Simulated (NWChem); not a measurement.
# CH₃BeIS; SMILES C[S][Be][I]

```xyz
7

Be     0.2748     0.8593     0.0004
I     -0.2525    -1.2509     0.0049
S      0.7462     2.6994    -0.0039
C     -0.8981     3.5136     0.0002
H     -1.4939     3.2292    -0.8768
H     -0.7074     4.5940    -0.0426
H     -1.4539     3.2923     0.9206
```
Atoms are numbered in this order, from 1.

Computed with NWChem. Coordinates come from a PBE0/def2-SVP optimisation. def2 effective core potentials on I; no spin-orbit coupling. Field at 589 nm.

For level B3LYP/def2-SVP (core potentials):

* **isotropic polarisability (bohr³)**: 71.8
* **anisotropy (bohr³)**: 54.4

Problem. What are these values for level B3LYP/def2-SVPD (core potentials)?

Solution. The isotropic polarisability (bohr³) comes out as 91.8. The anisotropy (bohr³) is 48.4.
